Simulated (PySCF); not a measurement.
C2H2N3, SMILES C1=NC=N[N]1 (connectivity only; charge and spin as stated), charge -1, multiplicity 1.

Geometry: PBE0-D3(BJ)/def2-SVPD. The spin state was assumed, not searched. The isomer is the one that the SMILES or the coordinates give; other isomers of the formula were not compared.

Calculation: SMD-B3LYP/def2-SVPD in PySCF.

Solvation free energies are E(SMD) − E(gas) at the gas-phase geometry, for 1 M in both phases.

Q: Estimate the solvation free energies in water, methanol, dichloromethane. (Estimate from the structure and the level; the computed values follow.)

A: 
```csv
solvent,ΔG(solv) (kcal/mol),its non-electrostatic (CDS) part
water,-65.0,-1.2
methanol,-62.4,0.2
dichloromethane,-59.3,-2.3
```
